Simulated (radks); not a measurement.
The numbers below are computed, except where a source is named.
Question: Spherical quantum dot in the effective-mass picture: electrons in a parabolic well V = omega^2 r^2 / 2 with omega = 0.856, all in effective atomic units (hartree* = m*/eps^2 hartree, bohr* = eps/m* bohr), one dielectric constant everywhere. Level of theory: non-relativistic Kohn-Sham, LDA (Slater exchange, Perdew-Wang correlation), spin-polarised, spherical densities (a radial shooting solver with Libxc functionals). Levels are named by radial order and angular momentum (1s, 1p, 1d, 2s, ...), and open shells are averaged over m. Results are scaled to m* = 0.447 and eps = 13.2, for which hartree* = 69.81 meV and bohr* = 1.563 nm. At N = 17 the configuration is 1s2 1p6 1d(up 5, down 4). Does electron 18 go into 2s up or 1d down or 2s down?

Answer: Into 1d down. The total energies of the other choices lie higher by 5.72 meV (2s up), 6.29 meV (2s down).
